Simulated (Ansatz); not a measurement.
Ideal-gas functions of `[F][GaH][ZnH]` at 800 K and 1 bar, from an Ansatz frequency run at PBE0-D4/def2-TZVP.

Molar mass 156.13 g/mol, point group Cs (symmetry number 1), electronic degeneracy 1, moments of inertia 36.771, 283.531, 320.302 u Å². Harmonic wavenumbers (cm⁻¹, unscaled): 99, 235, 348, 403, 437, 619, 653, 1845, 1933.

Use S(trans) = R[1.5 ln M + 2.5 ln T − 1.1517]; rotational temperatures θ = 24.2544 K / I; S(rot) = R[ln(√π/σ · √(T³/θAθBθC)) + 1.5]; for each mode x = 1.438777 ν̃/T, S = R[x/(eˣ − 1) − ln(1 − e⁻ˣ)] and H = RT x/(eˣ − 1); 1 cm⁻¹ = 0.0119627 kJ/mol; R = 8.31446 J/(mol·K).

Task: By hand: the entropy, in J/(mol·K).

Result: Translation 192.4. Rotation: θ = 0.6596, 0.0855, 0.0757 K, giving 123.3. Vibration, mode by mode: 22.67, 15.54, 12.35, 11.17, 10.53, 7.84, 7.44, 1.34, 1.18, in all 90.1. Electronic 0.0. Sum 405.8 J/(mol·K).

Task: By hand: H − E and G − E in kJ/mol, counted from the electronic energy.

Result: Zero-point energy ½ × 6572 × 0.0119627 = 39.3; thermal vibration 33.8; translation, rotation and pV give 4 RT = 26.6. H − E = 99.7 kJ/mol, and G − E = 99.7 − 800 × 405.8/1000 = -224.9 kJ/mol.

Vibration gives 22 % of the entropy, 22.7 J/(mol·K) of it from the mode under 150 cm⁻¹: soft modes count most, and the harmonic formula is weakest for them.
